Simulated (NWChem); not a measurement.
All runs are NWChem calculations. System: tert-butyl chloride (C$_{4}$H$_{9}$Cl), charge 0, spin multiplicity 1, at a geometry optimised with PBE0/def2-SVP. Level: PBE/def2-SVP.

Input file:

```
start mol
memory heap 200 mb stack 900 mb global 1100 mb
geometry units angstroms nocenter noautoz
  C      0.826261    -0.703820     1.258562
  C      0.359987     0.010047     0.000000
  C      0.826261    -0.703820    -1.258562
  C      0.765566     1.475148     0.000000
  Cl    -1.470310    -0.041037     0.000000
  H      1.927748    -0.699079     1.302974
  H      0.440599    -0.204993     2.159235
  H      0.483202    -1.748334     1.268100
  H      0.483202    -1.748334    -1.268100
  H      0.440599    -0.204993    -2.159235
  H      1.927748    -0.699079    -1.302974
  H      1.864911     1.557100     0.000000
  H      0.379409     1.990011     0.891387
  H      0.379409     1.990011    -0.891387
  symmetry group Cs
end
basis spherical
  * library def2-svp
end
dft
  xc xpbe96 cpbe96
  semidirect memsize 60000000 filesize 0
  iterations 100
end
task dft energy
```

NWChem printed:

```
             Northwest Computational Chemistry Package (NWChem) 7.3.0
             --------------------------------------------------------

                                NWChem Input Module
                                -------------------

 Scaling coordinates for geometry "geometry" by  1.889725989
 (inverse scale =  0.529177249)

 Turning off AUTOSYM since
 SYMMETRY directive was detected!

                             Geometry "geometry" -> ""
                             -------------------------

 Output coordinates in angstroms (scale by  1.889725989 to convert to a.u.)

  No.       Tag          Charge          X              Y              Z
 ---- ---------------- ---------- -------------- -------------- --------------
    1 C                    6.0000     0.82626100    -0.70382000     1.25856200
    2 C                    6.0000     0.35998700     0.01004700     0.00000000
    3 C                    6.0000     0.82626100    -0.70382000    -1.25856200
    4 C                    6.0000     0.76556600     1.47514800     0.00000000
    5 Cl                  17.0000    -1.47031000    -0.04103700     0.00000000
    6 H                    1.0000     1.92774800    -0.69907900     1.30297400
    7 H                    1.0000     0.44059900    -0.20499300     2.15923500
    8 H                    1.0000     0.48320200    -1.74833400     1.26810000
    9 H                    1.0000     0.48320200    -1.74833400    -1.26810000
   10 H                    1.0000     0.44059900    -0.20499300    -2.15923500
   11 H                    1.0000     1.92774800    -0.69907900    -1.30297400
   12 H                    1.0000     1.86491100     1.55710000     0.00000000
   13 H                    1.0000     0.37940900     1.99001100     0.89138700
   14 H                    1.0000     0.37940900     1.99001100    -0.89138700

 Effective nuclear repulsion energy (a.u.)     241.0557478497

            Nuclear Dipole moment (a.u.)
            ----------------------------
        X                 Y               Z
 ---------------- ---------------- ----------------
     0.0000132281     0.0000207870    -0.0000000000
[...]
              MO Center= -1.2D+00, -9.0D-02,  9.9D-16, r^2= 2.0D+00
   Bfn.  Coefficient  Atom+Function         Bfn.  Coefficient  Atom+Function
  ----- ------------  ---------------      ----- ------------  ---------------
    69      0.629306   5 Cl pz               66      0.456724   5 Cl pz
    63      0.266567   5 Cl pz               20     -0.134687   2 C  pz
     3     -0.129192   1 C  s                31      0.129192   3 C  s
     4      0.095618   1 C  px               32     -0.095618   3 C  px
    75      0.083090   6 H  s               100     -0.083090  11 H  s

 Vector   26  Occ=0.000000D+00  E= 1.001779D-03  Symmetry=a'
              MO Center= -3.1D-01, -8.6D-03, -3.6D-17, r^2= 3.6D+00
   Bfn.  Coefficient  Atom+Function         Bfn.  Coefficient  Atom+Function
  ----- ------------  ---------------      ----- ------------  ---------------
    17      0.932084   2 C  s                67     -0.792153   5 Cl px
    21     -0.691294   2 C  px               60     -0.593780   5 Cl s
    18     -0.476924   2 C  px               64     -0.277907   5 Cl px
    81     -0.271870   7 H  s                86     -0.272068   8 H  s
    91     -0.272068   9 H  s                96     -0.271870  10 H  s

 Vector   27  Occ=0.000000D+00  E= 2.901251D-02  Symmetry=a'
              MO Center=  1.4D+00,  3.9D-02, -2.2D-16, r^2= 6.7D+00
   Bfn.  Coefficient  Atom+Function         Bfn.  Coefficient  Atom+Function
  ----- ------------  ---------------      ----- ------------  ---------------
     3      1.149507   1 C  s                31      1.149507   3 C  s
    45      1.149535   4 C  s                76     -0.786421   6 H  s
   101     -0.786421  11 H  s               106     -0.786476  12 H  s
    81     -0.477713   7 H  s                86     -0.477596   8 H  s
    91     -0.477596   9 H  s                96     -0.477713  10 H  s

 Vector   28  Occ=0.000000D+00  E= 8.730179D-02  Symmetry=a"
              MO Center=  5.0D-01,  5.6D-01,  4.8D-11, r^2= 7.8D+00
   Bfn.  Coefficient  Atom+Function         Bfn.  Coefficient  Atom+Function
  ----- ------------  ---------------      ----- ------------  ---------------
     3      1.371379   1 C  s                31     -1.371379   3 C  s
    81     -1.089980   7 H  s                96      1.089980  10 H  s
   111     -0.841668  13 H  s               116      0.841668  14 H  s
    51      0.680067   4 C  pz               76     -0.552695   6 H  s
   101      0.552695  11 H  s                 9      0.409934   1 C  pz

 center of mass
 --------------
 x =  -0.19887378 y =  -0.00554827 z =   0.00000000

 moments of inertia (a.u.)
 ------------------
         397.800439707007          -5.595906034973          -0.000000000000
          -5.595906034973         597.709031324868           0.000000000000
          -0.000000000000           0.000000000000         597.850131629465

     Multipole analysis of the density
     ---------------------------------

     L   x y z        total         alpha         beta         nuclear
     -   - - -        -----         -----         ----         -------
     0   0 0 0     -0.000000    -25.000000    -25.000000     50.000000

     1   1 0 0      0.757629      0.378808      0.378808      0.000013
     1   0 1 0      0.021148      0.010563      0.010563      0.000021
     1   0 0 1     -0.000000     -0.000000     -0.000000     -0.000000

     2   2 0 0    -30.169551   -124.521501   -124.521501    218.873451
     2   1 1 0     -0.032199     -1.253971     -1.253971      2.475743
     2   1 0 1     -0.000000     -0.000000     -0.000000      0.000000
     2   0 2 0    -29.012299    -79.766660    -79.766660    130.521021
     2   0 1 1      0.000000      0.000000      0.000000      0.000000
     2   0 0 2    -29.011115    -79.736601    -79.736601    130.462087

 Task  times  cpu:       12.1s     wall:       12.1s

 Total times  cpu:       12.1s     wall:       12.1s
```
